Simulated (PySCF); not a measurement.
**`COC(=O)c1ocpc1F`, C$_{5}$H$_{4}$FO$_{3}$P**

Geometry:
```
atom   x (Å)   y (Å)   z (Å)
  C1   2.747  -0.164   0.214
  O2   1.345  -0.311   0.397
  C3   0.554   0.345  -0.453
  O4   0.933   1.050  -1.352
  C5  -0.871   0.104  -0.142
  O6  -1.780   0.708  -0.917
  C7  -3.021   0.423  -0.546
  P8  -3.214  -0.621   0.801
  C9  -1.445  -0.661   0.846
 F10  -0.746  -1.357   1.741
 H11   3.120  -0.972  -0.418
 H12   2.966   0.796  -0.257
 H13   3.200  -0.225   1.202
 H14  -3.791   0.886  -1.139
```

Computed with GIAO B3LYP/pcSseg-1 magnetisability, rotational g tensor and spin-rotation constants, non-relativistic, gas phase (PySCF 2.14.0). Geometry: GFN2-xTB.

(1) Give the nuclear spin-rotation constants along the inertial axes (H = +C I·J) beside the isotropic shieldings.

## Answers

(1) Rotational constants 2.4194, 0.8121, 0.6103 GHz. A star marks the isotopologue with that one atom substituted, in its own axes.
```csv
atom,isotope,Caa (kHz),Cbb (kHz),Ccc (kHz),mean (kHz),σ (ppm)
P8,31P,5.746,1.702,0.754,2.734,190.1
F10,19F,3.071,1.354,-0.036,1.463,303.9
H11,1H,-0.211,-0.084,0.018,-0.092,28.1
H12,1H,-0.155,0.004,-0.045,-0.065,26.5
H13,1H,-0.230,0.001,-0.041,-0.090,28.0
H14,1H,-0.026,0.029,-0.066,-0.021,23.1
C1,13C*,0.354,0.197,0.126,0.226,129.7
O2,17O*,-0.799,-0.131,-0.069,-0.333,150.6
C3,13C*,1.201,0.276,0.165,0.547,17.6
O4,17O*,-1.239,-0.489,-0.033,-0.587,-79.1
C5,13C*,1.068,0.313,0.128,0.503,34.4
O6,17O*,-1.145,-0.339,-0.062,-0.515,-8.7
C7,13C*,1.495,0.319,0.132,0.648,-8.7
C9,13C*,1.037,0.452,0.172,0.553,-16.3
```
For the geometry as given, no vibrational averaging.
